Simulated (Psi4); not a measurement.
C2H2N3, doublet, geometry from GFN2-xTB; CISD/STO-3G (Psi4 1.11).

Input for Psi4:
```
memory 2 GB

molecule mol {
0 2
  C     1.061916    0.269093   -0.161828
  N     0.073854    1.126220    0.120018
  C    -1.020402    0.363965    0.229291
  N    -0.698548   -0.895085    0.021340
  N     0.577341   -0.953216   -0.218308
  H     2.084944    0.534995   -0.316939
  H    -2.002565    0.721226    0.450811
}

set basis sto-3g
set reference uhf

energy('cisd')
print_variables()
```

Problem. Predict the main parts of the log of this Psi4 run.

Solution. 
```
Traceback (most recent call last):
  File "psi4", line 375, in <module>
  File "<string>", line 28, in <module>
  File "site-packages/psi4/driver/driver.py", line 461, in energy
  File "site-packages/psi4/driver/task_planner.py", line 255, in task_planner
  File "site-packages/psi4/driver/driver_util.py", line 222, in negotiate_derivative_type
  File "site-packages/psi4/driver/driver_util.py", line 355, in highest_analytic_derivative_available

psi4.driver.p4util.exceptions.MissingMethodError: Method=cisd is not available for any derivative level under conditions CI_TYPE=CONV, REFERENCE=UHF, FREEZE_CORE=FALSE, QC_MODULE=(auto). See https://psicode.org/psi4manual/master/introduction.html#ss-cisd. Or did you mean? ccd ccsd cisdt cisdtq qcisd lccsd ci2 ci3 ci4 ci5 ci6 ci7 ci8 ci9 ci10 ci11 ci12 ci13 ci14 ci15 ci16 ci17 ci18 ci19 ci20 ci21 ci22 ci23 ci24 ci25 ci26 ci27 ci28 ci29 ci30 ci31 ci32 ci33 ci34 ci35 ci36 ci37 ci38 ci39 ci40 ci41 ci42 ci43 ci44 ci45 ci46 ci47 ci48 ci49 ci50 ci51 ci52 ci53 ci54 ci55 ci56 ci57 ci58 ci59 ci60 ci61 ci62 ci63 ci64 ci65 ci66 ci67 ci68 ci69 ci70 ci71 ci72 ci73 ci74 ci75 ci76 ci77 ci78 ci79 ci80 ci81 ci82 ci83 ci84 ci85 ci86 ci87 ci88 ci89 ci90 ci91 ci92 ci93 ci94 ci95 ci96 ci97 ci98

Printing out the relevant lines from the Psithon --> Python processed input file:
      H    -2.002565    0.721226    0.450811
    ""","mol")
    core.IO.set_default_namespace("mol")
    core.set_global_option("BASIS", "sto-3g")
    core.set_global_option("REFERENCE", "uhf")
--> energy('cisd')
    print_variables()

!----------------------------------------------------------------------------------!
!                                                                                  !
!  Method=cisd is not available for any derivative level under conditions          !
!     CI_TYPE=CONV, REFERENCE=UHF, FREEZE_CORE=FALSE, QC_MODULE=(auto). See        !
!     https://psicode.org/psi4manual/master/introduction.html#ss-cisd. Or did you  !
!     mean? ccd ccsd cisdt cisdtq qcisd lccsd ci2 ci3 ci4 ci5 ci6 ci7 ci8 ci9 ci10 !
!     ci11 ci12 ci13 ci14 ci15 ci16 ci17 ci18 ci19 ci20 ci21 ci22 ci23 ci24 ci25   !
!     ci26 ci27 ci28 ci29 ci30 ci31 ci32 ci33 ci34 ci35 ci36 ci37 ci38 ci39 ci40   !
!     ci41 ci42 ci43 ci44 ci45 ci46 ci47 ci48 ci49 ci50 ci51 ci52 ci53 ci54 ci55   !
!     ci56 ci57 ci58 ci59 ci60 ci61 ci62 ci63 ci64 ci65 ci66 ci67 ci68 ci69 ci70   !
!     ci71 ci72 ci73 ci74 ci75 ci76 ci77 ci78 ci79 ci80 ci81 ci82 ci83 ci84 ci85   !
!     ci86 ci87 ci88 ci89 ci90 ci91 ci92 ci93 ci94 ci95 ci96 ci97 ci98             !
!                                                                                  !
!----------------------------------------------------------------------------------!
```

The input was rejected before any calculation.
